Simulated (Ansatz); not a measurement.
In2As3. Charge 0, multiplicity 2. Geometry r2SCAN-D4/def2-SVP.

```xyz
5

In   -2.456    1.366    0.764
In    0.466   -1.478   -1.648
As    2.092   -1.074    0.656
As   -0.266    1.117   -0.938
As    0.165    0.070    1.166
```

In the def2 sets In takes a core potential; there is no spin–orbit coupling. At HF/def2-TZVP the charge 0 doublet is spin-contaminated (final ⟨S²⟩ up to 1.34, 0.75 for a pure state). Another isomer (doublet) lies 1.05 eV lower at PBE0-D4/def2-TZVP; other spin states weren't run for this one.

**Question.** Estimate the α-spin orbital energies around the gap (eV) in Ansatz with HF/def2-TZVP, PBE-D4/def2-TZVP, r2SCAN-D4/def2-TZVP, PBE0-D4/def2-TZVP, r2SCAN0-D4/def2-TZVP.

**Answer.** 
| orbital | HF/def2-TZVP | PBE-D4/def2-TZVP | r2SCAN-D4/def2-TZVP | PBE0-D4/def2-TZVP | r2SCAN0-D4/def2-TZVP |
| --- | --- | --- | --- | --- | --- |
| HOMO−5 | -10.69 | -7.13 | -7.49 | -8.20 | -8.45 |
| HOMO−4 | -9.58 | -6.48 | -6.78 | -7.43 | -7.65 |
| HOMO−3 | -9.19 | -6.16 | -6.44 | -7.03 | -7.24 |
| HOMO−2 | -8.18 | -5.36 | -5.61 | -6.17 | -6.35 |
| HOMO−1 | -7.37 | -4.91 | -5.16 | -5.72 | -5.92 |
| HOMO | -7.05 | -4.61 | -4.94 | -5.51 | -5.71 |
| LUMO | 0.29 | -3.22 | -3.31 | -2.68 | -2.74 |
| LUMO+1 | 0.57 | -2.52 | -2.39 | -1.89 | -1.82 |
| LUMO+2 | 0.79 | -2.26 | -2.12 | -1.62 | -1.54 |
| LUMO+3 | 0.97 | -2.07 | -1.95 | -1.46 | -1.39 |
| LUMO+4 | 1.60 | -1.25 | -1.05 | -0.59 | -0.46 |
| LUMO+5 | 1.75 | -1.09 | -0.81 | -0.48 | -0.31 |
| β HOMO | -6.97 | -4.76 | -4.96 | -5.46 | -5.61 |
| β LUMO | -0.26 | -3.85 | -3.74 | -3.16 | -3.09 |
